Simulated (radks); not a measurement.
Results of a calculation; reference values are marked as such.
Task: Level of theory: scalar-relativistic Kohn-Sham, exchange-only LDA, spin-polarised, spherical densities, finite nucleus; Fermi nuclear charge, rms radius of each element as measured or else 0.836 A^(1/3) + 0.57 fm (a radial shooting solver on a logarithmic mesh with Libxc functionals). Response by self-consistent Sternheimer equations with the Hartree and adiabatic exchange-only LDA kernel, the relativistic mass of each level held fixed and spin-orbit coupling left out. Estimate the static dipole polarisabilities of B+ ([He] 2s2) and Ne6+ ([He] 2s2) and the C6 coefficients of the three pairs.

Result: alpha = 10.94 and 0.4858 bohr^3; C6 = 30.06 (B+-B+), 2.034 (B+-Ne6+), 0.1829 (Ne6+-Ne6+) hartree bohr^6.
